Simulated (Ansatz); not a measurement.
Start from `[GeH3][Br]` and change one atom or group to get `[F][GeH2][Br]`.

Ansatz, PBE0-D4/def2-TZVP geometries, multiplicity 1. 

Scalar relativity is left out up to krypton.

```csv
property,`[GeH3][Br]`
"ideal-gas entropy at 298 K and 1 bar (rigid rotor, harmonic PBE0-D4/def2-TZVP) / J/(mol·K)",276
size of the dipole moment (B3LYP/def2-TZVPP) / D,1.88
zero-point energy (PBE0-D4/def2-TZVP) / kJ/mol,63.3
HOMO energy (B3LYP/def2-TZVPP) / eV,-8.00
HOMO–LUMO gap (ωB97M-V/def2-TZVPP) / eV,11.74
LUMO energy (B3LYP/def2-TZVPP) / eV,-0.90
```

Question: What does the change do to each property? (An estimate is asked.)

Answer: Ansatz gave: 
```json
{"property": "ideal-gas entropy at 298 K and 1 bar (rigid rotor, harmonic PBE0-D4/def2-TZVP) / J/(mol·K)", "`[F][GeH2][Br]`": "307", "shift": "31"}
{"property": "size of the dipole moment (B3LYP/def2-TZVPP) / D", "`[F][GeH2][Br]`": "2.15", "shift": "0.27"}
{"property": "zero-point energy (PBE0-D4/def2-TZVP) / kJ/mol", "`[F][GeH2][Br]`": "50.4", "shift": "-12.9"}
{"property": "HOMO energy (B3LYP/def2-TZVPP) / eV", "`[F][GeH2][Br]`": "-8.41", "shift": "-0.41"}
{"property": "HOMO–LUMO gap (ωB97M-V/def2-TZVPP) / eV", "`[F][GeH2][Br]`": "12.14", "shift": "0.40"}
{"property": "LUMO energy (B3LYP/def2-TZVPP) / eV", "`[F][GeH2][Br]`": "-0.99", "shift": "-0.09"}
```

Dipoles are sizes alone; their direction can turn.

B3LYP here is the variant with VWN-RPA as its local correlation; programs differ in this.

Spin–orbit coupling is left out; it splits and shifts lone-pair levels of the heavy atoms by tenths of an eV.
